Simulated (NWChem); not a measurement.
Species: GeN₂H₄, singlet; SMILES [NH2][Ge][NH2]

```xyz
7

Ge     0.0000     0.0000    -0.4680
N      1.3844     0.0000     0.7541
H      2.3478     0.0000     0.4449
H      1.3024     0.0000     1.7648
N     -1.3844     0.0000     0.7541
H     -1.3024     0.0000     1.7648
H     -2.3478     0.0000     0.4449
```
Atoms are numbered in this order, from 1.

Results from NWChem. Low-valent species are run as closed-shell singlets; no triplet was tried in these runs. The geometry was optimised at B3LYP/6-31G* (spherical d). B3LYP is NWChem's, with the RPA form of VWN correlation. Vertical excitations in the gas phase; the lowest state need not have the same character in each row.

For level PBE/def2-SVP, TDA:

```
Property                         Value
-------------------------------  -----
lowest excitation, singlet (eV)   5.41
lowest triplet (eV)               3.71
orbital gap (eV)                  4.09
```

Question: How do the values read with level B3LYP/def2-SVP, TDA instead?

Answer: The lowest excitation, singlet (eV) is 5.54, the lowest triplet (eV) is 3.85 and the orbital gap (eV) is 5.73.
